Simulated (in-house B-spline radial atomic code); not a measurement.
Cu is squeezed into an impenetrable sphere of radius R (the orbitals vanish at R). Method: Dirac-Hartree-Fock, average of configuration, Fermi nucleus of rms radius 3.8823 fm. Calculated with an all-electron radial atomic-structure program (B-spline basis).

Energies in eV above the free atom in [Ar] 3d10 4s1:

```
R (bohr)  highest level (eV)  [Ar] 3d10 4s1  [Ar] 3d10 4f1  [Ar] 3d9 4s1 4f1
    9.12               -6.64         0.0266          9.895             10.79
       6               -6.09         0.6244          17.83             18.67
    5.02               -5.09          1.724          24.15             25.27
    4.19               -2.83           4.41           33.7              35.8
    3.54                1.49          10.09          47.12              51.4
    3.23                5.33           15.6          57.22             63.58
    2.76                15.9          32.34          81.81              94.2
    2.26                  42          79.68          136.1             164.5
    1.98                72.9          143.4          199.2             247.2
    1.45                 232          556.4          567.9             722.2
```

(1) Does [Ar] 3d10 4f1 fall below [Ar] 3d10 4s1 under compression?

(2) Does [Ar] 3d9 4s1 4f1 fall below [Ar] 3d10 4s1 under compression?

The highest level is first positive in the row R = 3.54 bohr, pushed up by confinement above the zero of the free ion's potential. Each configuration is held fixed and needn't be the lowest in the sphere.

Answers

(1) No, it stays above over the whole range.

(2) No, it stays above over the whole range.
